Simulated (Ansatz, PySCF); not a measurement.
Sites of deprotonation of [CH3][GeH2][CH3] [dimethylgermane]:

A. [CH3][GeH2][CH3] [dimethylgermane] → [CH2-][GeH2][CH3] + H+
B. [CH3][GeH2][CH3] [dimethylgermane] → [CH3][GeH-][CH3] + H+

Quantity: gas-phase deprotonation energy (enthalpy at 298 K, with B3LYP-D3(BJ) rigid-rotor harmonic-oscillator terms from PySCF), kcal/mol. Structures are relaxed separately at B3LYP-D3(BJ)/def2-TZVP in Ansatz (a first-principles code), one conformer each, not searched for the lowest. Correlated levels leave the core frozen unless marked. Spin-orbit coupling is left out. The frozen core is the preceding noble-gas configuration, with the filled d and f shells of earlier blocks. No relativistic terms. CBS(X,Y): correlation extrapolated as X^-3; Hartree-Fock from the larger set. Anions need diffuse functions, which plain sets lack and def2-D sets hold few of.

```json
[
 {"": "A", "BLYP-D4/def2-TZVPD (Ansatz + dftd4)": "390.1", "revPBE-D3(BJ)/def2-TZVPD (Ansatz + dftd3)": "394.9", "BHLYP-D3(BJ)/def2-TZVPD (Ansatz + dftd3)": "400.7", "CCSD(T)/CBS(aug-cc-pVTZ,aug-cc-pVQZ) (Ansatz)": "…"},
 {"": "B", "BLYP-D4/def2-TZVPD (Ansatz + dftd4)": "363.3", "revPBE-D3(BJ)/def2-TZVPD (Ansatz + dftd3)": "369.2", "BHLYP-D3(BJ)/def2-TZVPD (Ansatz + dftd3)": "374.2", "CCSD(T)/CBS(aug-cc-pVTZ,aug-cc-pVQZ) (Ansatz)": "…"}
]
```

Some entries are withheld; supply them.


- A, CCSD(T)/CBS(aug-cc-pVTZ,aug-cc-pVQZ) (Ansatz): 394.5
- B, CCSD(T)/CBS(aug-cc-pVTZ,aug-cc-pVQZ) (Ansatz): 370.7
